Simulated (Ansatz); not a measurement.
Ansatz (a program for electronic structure) input:

Ansatz 0.2 input:
```yaml
crystal:
  periodic: [false, false, false]
  atoms:
    - {symbol: Zr, position_ang: [-0.00856698, -0.00424326, -0.82485954]}
    - {symbol: H, position_ang: [0.03008804, -0.01095644, 0.85090862]}
basis:
  gaussian:
    orbitals: def2-TZVP
hamiltonian:
  xc: b3lyp
  dispersion: d3bj
magnetization: {spin_polarized: true, initial_magnetization: 1}
relax: {f_tol: 0.002, max_steps: 150}
```

Q: What final total energy does it print?

A: -47.52017 Eh (B3LYP-D3(BJ)/def2-TZVP). The basis has 46 functions.

The spin state was set by rule; other spins were not relaxed.

The determinant is spin-contaminated: <S^2> is 1.41 against 0.75 for a pure state.
